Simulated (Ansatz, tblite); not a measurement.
Isomers of Li7⁻ (singlet), found by a short tight-binding search and relaxed with PBE/def2-TZVPD in Ansatz.

The xTB rows come from tblite. LC-ωPBE has ω = 0.4 bohr⁻¹. Correlated methods freeze no core orbitals; core or outer-core shells of Li are correlated, in sets that lack core-valence functions.

Run but left out: HF/def2-TZVPPD (A: restricted singlet, unstable towards broken spin symmetry).

A: The restricted singlet is unstable towards broken spin symmetry in Hartree–Fock (as tested in another run); at LDA (SPW92)/def2-TZVPD, PBE/def2-TZVPD, r2SCAN/def2-TZVPD, PBE0/def2-TZVPD and others this wasn't settled. At LDA (SPW92)/def2-TZVPD, PBE/def2-TZVPD, r2SCAN/def2-TZVPD the highest occupied level of the charge -1 singlet lies above zero (up to 0.09 eV). The electron is either unbound and held by the finite basis, or the level is raised by self-interaction error. At CCSD(T)/def2-TZVPPD T1 of the charge -1 singlet is large (up to 0.021), so the single-reference result is doubtful. At CCSD(T)/def2-TZVPPD the restricted singlet (for correlated methods, its reference) is unstable: a solution with broken spin symmetry lies lower. B: The restricted singlet is unstable towards broken spin symmetry in Hartree–Fock (as tested in another run); at LDA (SPW92)/def2-TZVPD, PBE/def2-TZVPD, r2SCAN/def2-TZVPD, PBE0/def2-TZVPD and others this wasn't settled. At LDA (SPW92)/def2-TZVPD, PBE/def2-TZVPD, r2SCAN/def2-TZVPD the highest occupied level of the charge -1 singlet lies above zero (up to 0.26 eV). The electron is either unbound and held by the finite basis, or the level is raised by self-interaction error. At CCSD(T)/def2-TZVPPD the restricted singlet (for correlated methods, its reference) is unstable: a solution with broken spin symmetry lies lower. C: The restricted singlet is unstable towards broken spin symmetry in Hartree–Fock (as tested in another run); at LDA (SPW92)/def2-TZVPD, PBE/def2-TZVPD, r2SCAN/def2-TZVPD, PBE0/def2-TZVPD and others this wasn't settled. At LDA (SPW92)/def2-TZVPD, PBE/def2-TZVPD, r2SCAN/def2-TZVPD the highest occupied level of the charge -1 singlet lies above zero (up to 0.33 eV). By energy differences its removal costs 1.07 eV (vertical, to the charge 0 doublet, at PBE/def2-TZVPD); a positive level beside a positive removal energy at the same level points to self-interaction error. At CCSD(T)/def2-TZVPPD the restricted singlet (for correlated methods, its reference) is unstable: a solution with broken spin symmetry lies lower.

Other spin states weren't relaxed.

A:

Cartesian coordinates in Å:
```
Li -1.438 0.042 -1.245
Li 1.367 0.270 -1.985
Li 0.554 1.783 0.364
Li -2.290 1.573 1.131
Li -0.604 -0.802 1.616
Li 2.196 -0.568 0.858
Li 0.216 -2.298 -0.741
```

B:

```xyz
7

Li   -1.9681    0.4885    0.3024
Li    2.3846   -1.5274    0.0039
Li   -0.5649   -1.8346   -0.7200
Li    0.0861    2.2772    1.6821
Li   -0.9940    0.5403   -2.5917
Li    0.1068   -0.7710    1.8966
Li    0.9495    0.8269   -0.5734
```

C:

```
atom   x (Å)   y (Å)   z (Å)
 Li1   1.761  -1.398  -1.019
 Li2  -0.467   1.634   1.791
 Li3  -1.007  -1.248  -1.877
 Li4  -2.384   0.625  -0.140
 Li5   2.097   0.387   1.245
 Li6  -0.403  -1.296   1.078
 Li7   0.403   1.296  -1.078
```

Estimate which lies lowest at each level, and how far above it the others are (eV).


| level | A | B | C |
| --- | --- | --- | --- |
| GFN1-xTB | 0.12 | 0.22 | 0.00 |
| GFN2-xTB | 0.00 | 0.14 | 0.07 |
| LDA (SPW92)/def2-TZVPD | 0.06 | 0.12 | 0.00 |
| PBE/def2-TZVPD | 0.05 | 0.12 | 0.00 |
| r2SCAN/def2-TZVPD | 0.05 | 0.11 | 0.00 |
| PBE0/def2-TZVPD | 0.04 | 0.09 | 0.00 |
| LC-ωPBE/def2-TZVPD | 0.01 | 0.01 | 0.00 |
| MP2/def2-TZVPPD | 0.09 | 0.17 | 0.00 |
| CCSD/def2-TZVPPD | 0.01 | 0.03 | 0.00 |
| CCSD(T)/def2-TZVPPD | 0.04 | 0.11 | 0.00 |
Point groups (tolerance 0.1 Å): A C3v, B C3v, C D5h. Lower isomers may exist.
